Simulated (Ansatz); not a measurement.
`[SiH3]N[SiH2]S` + H–F → `F[SiH2]N[SiH3]` + H₂S  (ligand exchange at the Si–S bond)

Program: Ansatz. Geometries: PBE0-D4/def2-TZVP. ΔE: electronic, gas phase. CBS: MP2 limit from def2 TZ/QZ plus the TZ coupled-cluster correction, frozen cores. This one scheme is used for every species. Functionals use def2-TZVPP. Each species was taken in one conformer, which may not be the lowest.

CCSD(T)/CBS gives -20.2 kcal/mol.

**Question.** Another level gave -20.7 kcal/mol. Which?
A. HF/def2-TZVPP
B. PBE/def2-TZVPP
C. B2PLYP/def2-TZVPP
D. r2SCAN-D4/def2-TZVPP

**Answer.** D. r2SCAN-D4 -20.7, HF/def2-TZVPP -26.1, PBE -18.8, B2PLYP -22.5 kcal/mol.

Largest T1 diagnostic among the species: 0.011.

The D4 term adds +2.1 kcal/mol with B3LYP and +1.2 kcal/mol with PBE0; it sums over pairs of atoms, weighted by their polarisabilities, and B3LYP, whose exchange is more repulsive, gets the larger term. In def2-TZVPP, CCSD(T) changes the Hartree–Fock value by +5.2 kcal/mol (the triples alone add +1.0 kcal/mol) and MP2 by +6.3 kcal/mol.

B3LYP here is the variant with VWN-RPA as its local correlation; programs differ in this.
